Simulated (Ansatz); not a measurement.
Cost and result for the atomization energy of BrCl₂HSn, SMILES `[Cl][SnH]([Cl])[Br]` (5 atoms, 4 bonds).

Total charge 0; spin multiplicity 1. Correlated methods include outer-core shells of Br, Sn, which these sets cover unevenly. Scalar relativity is left out up to krypton. Sn: def2 effective core potential. The geometry is a stationary point of PBE0-D4/def2-TZVP. Program: Ansatz. Hardware: A = 2 threads of an AMD EPYC 7R13 on a shared host; B = 2 threads of an AMD EPYC 7R13 on a shared host and a share of an NVIDIA H100 80 GB. Times are those of one run each, without the atoms' runs, and a repeat can differ threefold. Electronic energies, without spin–orbit coupling; frozen cores. CCSD(T)/CBS adds CCSD(T) − MP2 in def2-TZVPP to the MP2 limit, and its time is that of the two runs behind it. T1 = 0.010. With those shells the extrapolation isn't a true limit. B3LYP takes the VWN-RPA correlation (the form of Gaussian; ORCA's B3LYP/G). HSE06 is the plane-wave form, built on full-range PBE exchange.

CCSD(T)/CBS is a level of theory with its own doubt, some kJ/mol a heavy atom from the limit and from the frozen cores, so smaller differences don't rank the functionals.

```tsv
level	functions	wall time	atomization (kJ/mol)	difference from CCSD(T)/CBS	per bond
LDA (SPW92)/def2-TZVPP [A]	196	1.4 s	1427.4	170.3	42.6
revPBE-D4/def2-TZVPP [A]	196	2.3 s	1199.6	-57.5	-14.4
PBE-D4/def2-TZVPP (with forces) [A]	196	2.6 s	1243.5	-13.6	-3.4
CCSD(T)/def2-SVP [A]	99	3.8 s	1100.3	-156.8	-39.2
PBE0-D4/def2-TZVPP [A]	196	4.7 s	1226.7	-30.4	-7.6
BHLYP-D4/def2-TZVPP [A]	196	5 s	1174.8	-82.3	-20.6
HSE06-D4/def2-TZVPP [A]	196	5.5 s	1227.0	-30.1	-7.5
r2SCAN-D4/def2-TZVPP (with forces) [A]	196	6 s	1243.7	-13.4	-3.4
B3LYP-D4/def2-TZVPP (with forces) [A]	196	7 s	1195.7	-61.4	-15.4
B97M-V/def2-TZVPP [A]	196	9 s	1273.4	16.3	4.1
CCSD(T)/def2-TZVPP [B]	196	11 s	1187.5	-69.6	-17.4
CCSD(T)/def2-QZVPP [B]	341	20 s	1234.8	-22.3	-5.6
CCSD(T)/CBS(def2)	–	31 s	1257.1	0.0	0.0
```

At CCSD(T), def2-SVP lies −156.9 kJ/mol from the extrapolated value and def2-TZVPP −69.6 kJ/mol: correlation converges slowly with the basis, and small sets miss more of it in the bonded molecule than in its fragments. In def2-TZVPP, CCSD(T) changes the Hartree–Fock value by +322.9 kJ/mol (the triples alone add +33.0 kJ/mol) and MP2 by +356.0 kJ/mol; breaking electron pairs costs correlation energy, which Hartree–Fock lacks. From r2SCAN to r2SCAN0 (25 % exact exchange), in def2-TZVPP and without D4, the atomization energy moves by −28.6 kJ/mol: exact exchange takes away binding that semilocal exchange gives to molecules.

Spin–orbit coupling would lower the free Sn atoms strongly, and the atomization energy with them, by more than many differences here. For some Ge, Se and Sn compounds the MP2-based and the directly extrapolated limit differ by 10 to 25 kJ/mol.
